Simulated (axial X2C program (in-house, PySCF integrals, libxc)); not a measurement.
**Nuclear properties of GaO⁻**

Computed with an in-house all-electron X2C program for linear molecules (integrals from PySCF): two-component X2C with atomic mean-field Coulomb and Gaunt terms, Gaussian nuclei, basis Ga dyall-acv3z, O dyall-av3z with contracted cores.

R = 1.706 Å (near the PBE0 minimum at charge -1 of the determinant lowest at the starting distance; the state shown can have its own minimum elsewhere).

Determinant lowest in the PBE0 search, Ω = 0 (closed shell), highest spinor 36% O p, 31% Ga s, 26% Ga p:

```
level  qzz Ga (a.u.)  qzz O (a.u.)
 PBE0          -3.51         -0.14
   HF          -4.15         -0.13
 BP86          -3.21         -0.16
B3LYP          -3.44         -0.17
PBE50          -3.79         -0.12
```

Determinant 2.42 eV from it at PBE0 and this distance, Ω = 2 (⟨Sz⟩ = 1.00, ⟨Lz⟩ = 1.00 at PBE0), spin on the atoms Ga 0.73, O 0.27:

| level | Eeff magnitude (GV/cm) | Ws magnitude Ga (kHz) | A∥/gI Ga (MHz) | qzz Ga (a.u.) | A∥/gI O (MHz) | qzz O (a.u.) |
| --- | --- | --- | --- | --- | --- | --- |
| PBE0 | 2.49 | 0.539 | 234 | -1.34 | 57.3 | 1.94 |
| HF | 1.77 | 0.393 | -181 | -1.82 | 76.2 | 2.69 |
| BP86 | 2.37 | 0.512 | 337 | -1.07 | 56.5 | 1.77 |
| B3LYP | 2.38 | 0.516 | 250 | -1.24 | 62.5 | 2.01 |
| PBE50 | 2.53 | 0.549 | 125 | -1.48 | 58.4 | 2.13 |

Eeff is the effective electric field on the electron electric dipole moment in this Ω state and Ws the scalar–pseudoscalar constant of the nucleus named (defined with the proton number Z and per Ω); A∥ (defined per Ω) follows by multiplying with gI = μI/(I μN); qzz is the electric field gradient, eQq0 = 234.96 MHz × Q/barn × qzz. The operators were transformed with the bare-nucleus X2C matrices; with these basis sets, hyperfine constants and field gradients can be off by tens of per cent, and where levels differ in sign neither size nor sign is settled.

Question: With Q(69Ga) = 0.171 barn, Q(17O) = -0.02558 barn (Q from Pyykkö, Mol. Phys. 2018), turn the PBE0 values of the first state into constants in MHz.

Answer: eQq0(69Ga) = 234.96 × (0.171) × (-3.51) = -141 MHz; eQq0(17O) = 234.96 × (-0.02558) × (-0.14) = 0.841 MHz.

Each state is one determinant with collinear spin, which with several unpaired electrons need not be a pure state. Unrestricted Hartree–Fock can overshoot spin polarisation at the nuclei. For an anion, determinants above electron detachment, or with a positive highest level, are held by the basis set. With several open shells hyperfine constants can be off by a factor of several. Open-shell Ω = 0 determinants with evenly filled partner blocks cannot be reached by this program, so the Ω shown need not be the lowest component. The search compared states at one distance, so a state with another bond length can lie lower. PBE0 term energies can be off by some tenths of an eV.
